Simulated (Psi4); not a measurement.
The Psi4 input:
```
memory 2 GB

molecule {
0 1
  Si    1.52274875    0.25604031   -0.05026924
  C    -0.39733884   -0.06680994    0.01311702
  F    -1.02988303    0.72945721    0.89882023
  F    -0.70076578   -1.33248744    0.36612733
  F    -0.99988186    0.14390924   -1.17480682
  H     1.64209738    1.66124830   -0.42066905
  H     2.01267921   -0.66923650   -1.06509957
  H     1.98554997   -0.04362754    1.29956920
}

set basis def2-sv(p)

energy('pbe0')
print_variables()
```

What is the computed number of basis functions (Psi4 1.11 with PBE0/def2-SV(P))?

80

What is the computed nuclear repulsion energy (PBE0/def2-SV(P))?

250.6413 Eh

What is the computed total energy (PBE0/def2-SV(P))?

-628.1112 Eh

What is the computed dipole moment (PBE0/def2-SV(P))?

2.47 D

Roughly what does it cost on one core?

very roughly 12 core-seconds.
